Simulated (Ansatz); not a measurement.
`C#Cc1ccc(C#Cc2ccc(C#Cc3ccc(C#Cc4ccc(C#Cc5ccc(C#Cc6ccc(C#Cc7ccccc7)cc6)cc5)cc4)cc3)cc2)cc1`. Charge 0, multiplicity 3. Geometry PBE-D4/def2-SVP, that of the neutral singlet; atoms count from 1.

```xyz
86

C   -15.909   15.464    9.775
C   -15.115   14.671    9.281
C   -14.191   13.748    8.707
C   -14.197   12.381    9.092
C   -13.294   11.480    8.532
C   -12.346   11.907    7.562
C   -11.426   10.989    6.990
C   -10.625   10.192    6.494
C    -9.703    9.278    5.921
C    -8.794    9.697    4.911
C    -7.890    8.800    4.349
C    -7.851    7.443    4.771
C    -6.928    6.530    4.198
C    -6.123    5.739    3.699
C    -5.195    4.833    3.124
C    -5.088    3.497    3.601
C    -4.174    2.610    3.039
C    -3.327    3.016    1.972
C    -2.394    2.113    1.398
C    -1.581    1.330    0.899
C    -0.643    0.434    0.324
C     0.116    0.809   -0.818
C     1.038   -0.069   -1.382
C     1.246   -1.362   -0.828
C     2.188   -2.254   -1.401
C     3.011   -3.028   -1.899
C     3.959   -3.915   -2.471
C     4.241   -5.171   -1.867
C     5.175   -6.038   -2.427
C     5.869   -5.692   -3.618
C     6.823   -6.575   -4.188
C     7.653   -7.342   -4.683
C     8.610   -8.222   -5.251
C     8.926   -9.459   -4.624
C     9.866  -10.322   -5.182
C    10.533   -9.989   -6.392
C    11.492  -10.869   -6.960
C    12.326  -11.633   -7.453
C    13.288  -12.514   -8.021
C    13.622  -13.734   -7.376
C    14.569  -14.596   -7.938
C    15.201  -14.265   -9.148
C    14.880  -13.059   -9.796
C    13.935  -12.190   -9.242
C    10.216   -8.755   -7.020
C     9.276   -7.891   -6.463
C     5.587   -4.436   -4.223
C     4.654   -3.568   -3.662
C     0.485   -1.738    0.313
C    -0.438   -0.861    0.875
C    -3.435    4.350    1.493
C    -4.347    5.239    2.058
C    -8.760    7.024    5.781
C    -9.666    7.920    6.342
C   -12.342   13.276    7.178
C   -13.245   14.177    7.739
H   -16.609   16.164   10.210
H   -14.926   12.040    9.841
H   -13.306   10.423    8.836
H    -8.814   10.745    4.577
H    -7.191    9.136    3.568
H    -5.738    3.172    4.426
H    -4.100    1.580    3.417
H    -0.034    1.807   -1.254
H     1.620    0.232   -2.265
H     3.710   -5.450   -0.946
H     5.385   -7.006   -1.950
H     8.417   -9.727   -3.687
H    10.103  -11.275   -4.687
H    13.124  -13.990   -6.429
H    14.817  -15.539   -7.427
H    15.946  -14.946   -9.587
H    15.373  -12.795  -10.744
H    13.680  -11.246   -9.746
H    10.725   -8.487   -7.957
H     9.039   -6.938   -6.957
H     6.118   -4.158   -5.145
H     4.445   -2.599   -4.139
H     0.637   -2.736    0.750
H    -1.021   -1.162    1.758
H    -2.785    4.675    0.668
H    -4.420    6.269    1.681
H    -8.740    5.976    6.115
H   -10.365    7.584    7.122
H   -11.613   13.618    6.428
H   -13.233   15.234    7.435
```

Single mean-field runs in def2-SVP are fitted with def2-universal-jkfit. At PBE0-D4/def2-SVP a singlet of charge 0 lies 2.22 eV below the triplet at the same geometry.

**Question.** Estimate the Mulliken populations of the heavy atoms from the PBE0/def2-SVP orbitals of Ansatz.

**Answer.** 
```
atom  charge (e)  spin (α − β)
  C1       -0.40          0.01
  C2        0.32         -0.01
  C3       -0.07          0.02
  C4        0.01         -0.01
  C5        0.01          0.02
  C6       -0.07         -0.02
  C7       -0.01          0.05
  C8       -0.01         -0.04
  C9       -0.07          0.08
 C10        0.01         -0.04
 C11        0.01          0.06
 C12       -0.07         -0.05
 C13       -0.01          0.15
 C14       -0.01         -0.09
 C15       -0.07          0.21
 C16        0.01         -0.08
 C17        0.01          0.13
 C18       -0.08         -0.02
 C19        0.00          0.26
 C20       -0.01          0.00
 C21       -0.08          0.25
 C22        0.01          0.05
 C23        0.01          0.03
 C24       -0.08          0.26
 C25       -0.01         -0.02
 C26        0.00          0.26
 C27       -0.08         -0.03
 C28        0.01          0.13
 C29        0.01         -0.08
 C30       -0.07          0.20
 C31       -0.01         -0.08
 C32       -0.01          0.14
 C33       -0.07         -0.04
 C34        0.01          0.05
 C35        0.01         -0.04
 C36       -0.07          0.07
 C37       -0.01         -0.03
 C38       -0.02          0.04
 C39       -0.08         -0.01
 C40        0.01          0.01
 C41       -0.03         -0.01
 C42       -0.02          0.02
 C43       -0.03         -0.01
 C44        0.01          0.01
 C45        0.01         -0.04
 C46        0.01          0.05
 C47        0.01         -0.08
 C48        0.01          0.13
 C49        0.01          0.03
 C50        0.01          0.05
 C51        0.01          0.13
 C52        0.01         -0.08
 C53        0.01          0.06
 C54        0.01         -0.04
 C55        0.01          0.02
 C56        0.01         -0.01
```
Mulliken values depend strongly on the basis.

**Question.** Where does the spin sit?

**Answer.** Summed by element: C 2.03, H -0.03, of 2 unpaired in all. Largest on single atoms: C24 0.26, C26 0.26, C19 0.26.

**Question.** And the Mayer bond orders between heavy atoms (over 0.3, the first 40 of 62)?

**Answer.** C1–C2 2.50 (1.23 Å); C2–C3 1.02 (1.43 Å); C3–C4 1.34 (1.42 Å); C3–C56 1.34 (1.42 Å); C4–C5 1.41 (1.39 Å); C5–C6 1.32 (1.42 Å); C6–C7 1.04 (1.42 Å); C6–C55 1.32 (1.42 Å); C7–C8 2.56 (1.23 Å); C8–C9 1.05 (1.42 Å); C9–C10 1.31 (1.42 Å); C9–C54 1.31 (1.42 Å); C10–C11 1.42 (1.39 Å); C11–C12 1.30 (1.42 Å); C12–C13 1.06 (1.42 Å); C12–C53 1.30 (1.42 Å); C13–C14 2.50 (1.23 Å); C14–C15 1.09 (1.42 Å); C15–C16 1.26 (1.42 Å); C15–C52 1.26 (1.42 Å); C16–C17 1.47 (1.39 Å); C17–C18 1.24 (1.42 Å); C18–C19 1.16 (1.42 Å); C18–C51 1.24 (1.42 Å); C19–C20 2.31 (1.23 Å); C20–C21 1.22 (1.42 Å); C21–C22 1.17 (1.42 Å); C21–C50 1.17 (1.42 Å); C22–C23 1.55 (1.39 Å); C23–C24 1.17 (1.42 Å); C24–C25 1.21 (1.42 Å); C24–C49 1.17 (1.42 Å); C25–C26 2.33 (1.23 Å); C26–C27 1.15 (1.42 Å); C27–C28 1.25 (1.42 Å); C27–C48 1.25 (1.42 Å); C28–C29 1.46 (1.39 Å); C29–C30 1.27 (1.42 Å); C30–C31 1.08 (1.42 Å); C30–C47 1.27 (1.42 Å).
